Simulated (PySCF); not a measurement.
C₆H₁₁NSSi.
SMILES with atom numbers: `[N:1]#[C:2][C@@:3]1([SiH3:4])[CH2:5][CH2:6][CH2:7][S:8][CH2:9]1`

Structure used (GFN2-xTB), in Å, numbered top down from 1:
```xyz
20
C6H11NSSi angstrom
N      1.218    0.969    2.460
C      0.963    0.696    1.378
C      0.688    0.337    0.015
Si     2.377    0.389   -0.926
C      0.096   -1.081   -0.025
C     -1.231   -1.187    0.726
C     -2.305   -0.312    0.101
S     -1.872    1.450    0.250
C     -0.266    1.351   -0.611
H      2.905    1.747   -0.844
H      2.078    0.020   -2.310
H      3.264   -0.588   -0.303
H     -0.054   -1.371   -1.069
H      0.810   -1.780    0.417
H     -1.086   -0.890    1.767
H     -1.569   -2.227    0.713
H     -2.440   -0.540   -0.958
H     -3.257   -0.424    0.616
H     -0.464    1.089   -1.653
H      0.142    2.361   -0.567
```

Definitions: NICS(0) = −σiso at the ring centroid; NICS(1) = −σiso and NICS(1)zz = −σzz at ±1 Å along the ring normal z. Level: GIAO PBE0/pcSseg-1 (PySCF, non-relativistic, gas phase) on the GFN2-xTB geometry, one conformer.

Ring bond lengths (Å), with Mayer bond orders in brackets: C3–C5 1.537 (0.99), C5–C6 1.529 (1.04), C6–C7 1.519 (1.01), C7–S8 1.820 (1.00), S8–C9 1.825 (1.02), C9–C3 1.526 (0.98).

Q: Give the NICS values of each ring in ppm.

A: 
```json
{"ring": "C3–C5–C6–C7–S8–C9", "type": "6-membered ring with S; formal bonds all single", "NICS(0)": "-2.6", "NICS(1), two faces": "-2.4 / -1.7", "NICS(1)zz, two faces": "2.9 / 4.7", "rms pucker (Å)": "0.27", "centre to ring atoms, mean (Å)": "1.55"}
```

Q: What do they say, and how far can they be read as aromaticity?

A: 
- C3–C5–C6–C7–S8–C9: mean NICS(1)zz 3.8 ppm, deshielded. C3, C5, C6, C7, C9 have four or more neighbours, so the value isn't read as a sign of a π ring current.

Q: What field does 11.7 T along the ring normal induce along that normal at the first NICS(1) probe listed for ring C3–C5–C6–C7–S8–C9, 1 Å off the ring?

A: NICSzz × B0 = 2.9 ppm × 11.7 T = 34 μT, along the applied field.
